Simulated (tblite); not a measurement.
Parent: `[CH3:1][C@@H:2]1[CH2:3][C@@H:4]1[C:5](=[O:6])[Cl:7]` with C3–C4–C5–O6 -24°, C5H7ClO.

Computed geometry: GFN2-xTB, gas phase. One conformer each, not checked by frequencies here.

```csv
coordinate of the parent,value
C1–C2,1.504 Å
C2–C3,1.482 Å
C3–C4,1.518 Å
C4–C5,1.457 Å
C5=O6,1.188 Å
C5–Cl7,1.782 Å
C2–C4,1.530 Å
C1–C2–C3,121.1°
C1–C2–C4,121.4°
C3–C2–C4,60.5°
C2–C3–C4,61.3°
C3–C4–C5,117.7°
C2–C4–C3,58.2°
C2–C4–C5,119.4°
C4–C5–O6,129.4°
C4–C5–Cl7,111.4°
O6–C5–Cl7,119.2°
```

How does the shared frame change in `[CH2:1]=[CH:2][C@@:3]1([CH3:4])[CH2:5][C@@H:6]1[C:7](=[O:8])[Cl:9]` with C1–C2–C3–C4 3°, C5–C6–C7–O8 -21°, C7H9ClO? Atoms pair as C1 = C4, C2 = C3, C3 = C5, C4 = C6, C5 = C7, O6 = O8, Cl7 = Cl9 (parent first).

| parent | relative | value in the relative | change |
| --- | --- | --- | --- |
| C1–C2 | C4–C3 | 1.508 Å | +0.004 |
| C2–C3 | C3–C5 | 1.492 Å | +0.010 |
| C3–C4 | C5–C6 | 1.511 Å | -0.007 |
| C4–C5 | C6–C7 | 1.453 Å | -0.004 |
| C5=O6 | C7=O8 | 1.189 Å | +0.001 |
| C5–Cl7 | C7–Cl9 | 1.783 Å | +0.001 |
| C2–C4 | C3–C6 | 1.550 Å | +0.020 |
| C1–C2–C3 | C4–C3–C5 | 118.7° | -2.4 |
| C1–C2–C4 | C4–C3–C6 | 118.9° | -2.5 |
| C3–C2–C4 | C5–C3–C6 | 59.6° | -0.9 |
| C2–C3–C4 | C3–C5–C6 | 62.1° | +0.8 |
| C3–C4–C5 | C5–C6–C7 | 118.8° | +1.1 |
| C2–C4–C3 | C3–C6–C5 | 58.3° | +0.1 |
| C2–C4–C5 | C3–C6–C7 | 119.5° | +0.1 |
| C4–C5–O6 | C6–C7–O8 | 129.5° | +0.1 |
| C4–C5–Cl7 | C6–C7–Cl9 | 111.3° | -0.1 |
| O6–C5–Cl7 | O8–C7–Cl9 | 119.2° | 0.0 |

Of the parent's bonds, C2–C4 changes most (+0.020 Å). Bonds of the relative outside the shared frame: C1=C2 1.323, C2–C3 1.478 Å. Point group C1 → C1.

How does the shared frame change in `[CH3:1][CH:2]([CH3:3])[C@@:4]1([CH3:5])[CH2:6][C@@H:7]1[C:8](=[O:9])[Cl:10]` with C1–C2–C4–C5 63°, C6–C7–C8–O9 -20°, C8H13ClO? Atoms pair as C1 = C5, C2 = C4, C3 = C6, C4 = C7, C5 = C8, O6 = O9, Cl7 = Cl10 (parent first).

| parent | relative | value in the relative | change |
| --- | --- | --- | --- |
| C1–C2 | C5–C4 | 1.509 Å | +0.005 |
| C2–C3 | C4–C6 | 1.486 Å | +0.004 |
| C3–C4 | C6–C7 | 1.518 Å | 0.000 |
| C4–C5 | C7–C8 | 1.452 Å | -0.005 |
| C5=O6 | C8=O9 | 1.189 Å | +0.001 |
| C5–Cl7 | C8–Cl10 | 1.786 Å | +0.004 |
| C2–C4 | C4–C7 | 1.539 Å | +0.009 |
| C1–C2–C3 | C5–C4–C6 | 118.0° | -3.1 |
| C1–C2–C4 | C5–C4–C7 | 118.7° | -2.7 |
| C3–C2–C4 | C6–C4–C7 | 60.2° | -0.3 |
| C2–C3–C4 | C4–C6–C7 | 61.6° | +0.3 |
| C3–C4–C5 | C6–C7–C8 | 118.7° | +1.0 |
| C2–C4–C3 | C4–C7–C6 | 58.2° | 0.0 |
| C2–C4–C5 | C4–C7–C8 | 120.1° | +0.7 |
| C4–C5–O6 | C7–C8–O9 | 129.7° | +0.3 |
| C4–C5–Cl7 | C7–C8–Cl10 | 111.2° | -0.2 |
| O6–C5–Cl7 | O9–C8–Cl10 | 119.0° | -0.2 |

Of the parent's bonds, C2–C4 changes most (+0.009 Å). Bonds of the relative outside the shared frame: C1–C2 1.528, C2–C3 1.529, C2–C4 1.525 Å. Point group C1 → C1.

How does the shared frame change in `[CH3:1][C@@H:2]1[CH2:3][C@@H:4]1[C:5](=[O:6])[F:7]` with C3–C4–C5–O6 -25°, C5H7FO? Atoms pair as C1 = C1, C2 = C2, C3 = C3, C4 = C4, C5 = C5, O6 = O6 (parent first).

| parent | relative | value in the relative | change |
| --- | --- | --- | --- |
| C1–C2 | C1–C2 | 1.504 Å | 0.000 |
| C2–C3 | C2–C3 | 1.483 Å | +0.001 |
| C3–C4 | C3–C4 | 1.516 Å | -0.002 |
| C4–C5 | C4–C5 | 1.457 Å | 0.000 |
| C5=O6 | C5=O6 | 1.184 Å | -0.004 |
| C2–C4 | C2–C4 | 1.528 Å | -0.002 |
| C1–C2–C3 | C1–C2–C3 | 121.2° | +0.1 |
| C1–C2–C4 | C1–C2–C4 | 121.0° | -0.4 |
| C3–C2–C4 | C3–C2–C4 | 60.5° | 0.0 |
| C2–C3–C4 | C2–C3–C4 | 61.2° | -0.1 |
| C3–C4–C5 | C3–C4–C5 | 117.9° | +0.2 |
| C2–C4–C3 | C2–C4–C3 | 58.3° | +0.1 |
| C2–C4–C5 | C2–C4–C5 | 119.7° | +0.3 |
| C4–C5–O6 | C4–C5–O6 | 130.9° | +1.5 |

Of the parent's bonds, C5–O6 changes most (-0.004 Å). Bonds of the relative outside the shared frame: C5–F7 1.373 Å. Point group C1 → C1.

How does the shared frame change in `[CH3:1][C@@:2]1([C:3]([F:4])([F:5])[F:6])[CH2:7][C@H:8]1[C:9](=[O:10])[Cl:11]` with C7–C8–C9–O10 25°, C6H6ClF3O? Atoms pair as C1 = C1, C2 = C2, C3 = C7, C4 = C8, C5 = C9, O6 = O10, Cl7 = Cl11 (parent first).

```
   parent     relative  value in the relative  change
    C1–C2        C1–C2                1.509 Å  +0.005
    C2–C3        C2–C7                1.489 Å  +0.007
    C3–C4        C7–C8                1.514 Å  -0.004
    C4–C5        C8–C9                1.469 Å  +0.012
    C5=O6       C9=O10                1.188 Å   0.000
   C5–Cl7      C9–Cl11                1.764 Å  -0.018
    C2–C4        C2–C8                1.528 Å  -0.002
 C1–C2–C3     C1–C2–C7                 121.7°    +0.6
 C1–C2–C4     C1–C2–C8                 122.0°    +0.6
 C3–C2–C4     C7–C2–C8                  60.2°    -0.3
 C2–C3–C4     C2–C7–C8                  61.2°    -0.1
 C3–C4–C5     C7–C8–C9                 118.4°    +0.7
 C2–C4–C3     C2–C8–C7                  58.6°    +0.4
 C2–C4–C5     C2–C8–C9                 119.0°    -0.4
 C4–C5–O6    C8–C9–O10                 128.0°    -1.4
C4–C5–Cl7   C8–C9–Cl11                 111.6°    +0.2
O6–C5–Cl7  O10–C9–Cl11                 120.3°    +1.1
```

Of the parent's bonds, C5–Cl7 changes most (-0.018 Å). Bonds of the relative outside the shared frame: C2–C3 1.514, C3–F4 1.341, C3–F5 1.342, C3–F6 1.341 Å. Point group C1 → C1.
